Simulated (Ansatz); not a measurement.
```xyz
10

Cl    2.188   -3.605    1.018
Al    1.113   -2.060    1.970
Al    0.152   -0.294    0.383
Si    0.420    1.616   -1.098
Si   -1.695    0.694   -0.850
H     1.006   -2.145    3.548
H     0.795    3.053   -0.997
H     1.063    0.980   -2.288
H    -2.652    0.309   -1.922
H    -2.389    1.453    0.236
```

The species carries charge 0 and has multiplicity 1.

Q: List the PBE0/def2-TZVPP orbital energies in eV (Ansatz 0.2.0). (Best estimate.)

A: The calculation gave: Occupied: -2767.22, -1802.40, -1802.40, -1528.91, -1528.46, -259.07, -197.31, -197.25, -197.22, -144.75, -144.75, -114.71, -114.29, -99.41, -99.40, -99.40, -99.40, -99.39, -99.38, -74.82, -74.67, -74.60, -74.39, -74.21, -74.19, -22.69, -15.89, -13.53, -12.33, -10.88, -10.26, -9.98, -9.70, -9.57, -9.27, -8.43, -6.47, -6.29. Lowest empty: -2.73, -2.33, -0.99, -0.13, 0.35, 0.59, 0.69, 0.91.
